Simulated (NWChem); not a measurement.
BHF2; SMILES FBF

```xyz
4

B      0.0000     0.0000    -0.4577
H      0.0000     0.0000    -1.6471
F     -1.1335     0.0000     0.2189
F      1.1335     0.0000     0.2189
```
Atoms are numbered in this order, from 1.

Program: NWChem. Pople sets run with spherical d functions. STO-3G and 3-21G are far too small for this property and stand as cheap habits. Coordinates come from a B3LYP/6-31G* (spherical d) optimisation. B3LYP is NWChem's, with the RPA form of VWN correlation. GIAO values for the isolated, static molecule; σ is the absolute isotropic shielding, δ = σ(reference) − σ with the isolated reference molecule computed at the same levels (11B: boron trifluoride, 19F: trichlorofluoromethane, 1H: tetramethylsilane).

```csv
level,δ B1 (ppm),δ H2 (ppm),δ F3 (ppm)
B3LYP/6-311G**,11.5,?,?
Hartree-Fock/6-31G*,12.8,4.41,-37.6
PBE0/pcSseg-1,11.4,4.34,-62.2
Hartree-Fock/STO-3G,14.7,4.34,19.3
```

**Question.** Complete the blanks.

**Answer.** 
- B3LYP/6-311G**, δ H2 (ppm): 4.27
- B3LYP/6-311G**, δ F3 (ppm): -71.5
